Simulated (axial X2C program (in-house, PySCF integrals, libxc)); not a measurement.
# Levels of GeSe⁻ by electron attachment to GeSe (EOM-EA-CCSD)

Computed with an in-house all-electron X2C program for linear molecules (integrals from PySCF): two-component X2C with atomic mean-field Coulomb and Gaunt terms, Gaussian nuclei, basis Se dyall-acv3z, Ge dyall-acv3z with contracted cores.

R = 1.965 Å (0.920 times 2.136 Å, the PBE0 minimum at charge 0 for the lowest determinant).

Levels of GeSe⁻ obtained by attaching an electron to GeSe:

```tsv
Ω	binding energy (eV)	above lowest (cm⁻¹)	attached spinor	one-particle weight
1/2	0.103	0	53% Ge pπ, 16% Se dπ, 16% Ge dπ	0.95
3/2	0.006	781	53% Ge pπ, 16% Ge dπ, 15% Se dπ	0.95
1/2	-0.800	7281	44% Ge pσ, 33% Ge sσ, 11% Se pσ	0.99
1/2	-0.853	7710	54% Ge sσ, 42% Ge pσ	0.99
1/2	-1.115	9819	88% Ge pπ, 7% Se pπ	0.99
3/2	-1.128	9929	88% Ge pπ, 7% Se pπ	0.99
1/2	-1.985	16837	75% Se pσ, 9% Ge dσ, 8% Se dσ	0.99
```

Question: Take the first Ω = 1/2 and Ω = 3/2 rows of π character: how far apart are they, and which lies lower?

Answer: E(3/2) − E(1/2) = 781 − 0 = 781 cm⁻¹ at EOM-EA-CCSD: regular, Ω = 1/2 lower. Splittings at this level can be off by ten to twenty per cent.

Negative binding energies belong to unbound states, resonances or levels that the basis set holds; within some tenths of an eV of zero the sign is not settled.

This point took 22 s on 1 thread of Arm Neoverse N1 (shared host).

Reference electrons by ω block (each with its −ω partner): 1/2: 22, 3/2: 9, 5/2: 2. 10 electrons of GeSe correlated (inner shells frozen), 92 natural virtual spinors (a truncated set); levels can be off by some tenths of an eV. Roots sought by Ω: (1/2: 5, 3/2: 4, 5/2: 2, 7/2: 1); the list ends where they run out and leaves out roots under 60 % one-particle weight. The solver can skip a root, and states that need a further excitation, which the method places far too high, are missing though they may lie low or lowest. T1 of the reference 0.019 (Lee–Taylor). Number of frozen shells: Se 3 s, 2 p, 1 d; Ge 3 s, 2 p, 1 d.
